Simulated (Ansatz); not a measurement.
`N[Si@@H]1S[Si@]1(F)Cl` from Hartree–Fock to CCSD(T)

Z-matrix (Å, degrees):
```
Si
S 1 2.202
Si 1 2.225 2 56.8
N 1 1.694 2 120.4 3 -114.3
H 1 1.478 2 112.7 3 117.1
F 3 1.589 1 126.2 2 102.7
Cl 3 2.040 1 124.1 2 -104.1
H 4 1.007 1 121.3 2 -107.0
H 4 1.006 1 122.6 2 51.1
```

Total charge 0; spin multiplicity 1. The structure was optimised at the PBE0-D4/def2-TZVP level. It is one conformer, not always the lowest. Frozen core, restricted reference, the Gaussian-basis code of Ansatz. CBS rows extrapolate triple and quadruple zeta; past MP2 they add the triple-zeta difference.

```
     basis      HF (Eh)  MP2 corr.
  def2-SVP  -1590.11987   -0.79118
def2-TZVPP  -1590.83627   -1.04676
def2-QZVPP  -1590.88555   -1.14168
```

**Question.** Estimate the CCSD correlation energy and the (T) correction in each basis where they were run (hartree).

**Answer.** 
| basis | CCSD corr. | (T) |
| --- | --- | --- |
| def2-SVP | -0.83913 | -0.02315 |
| def2-TZVPP | -1.09329 | -0.04721 |
| CBS(def2) | -1.25853 | as TZ |
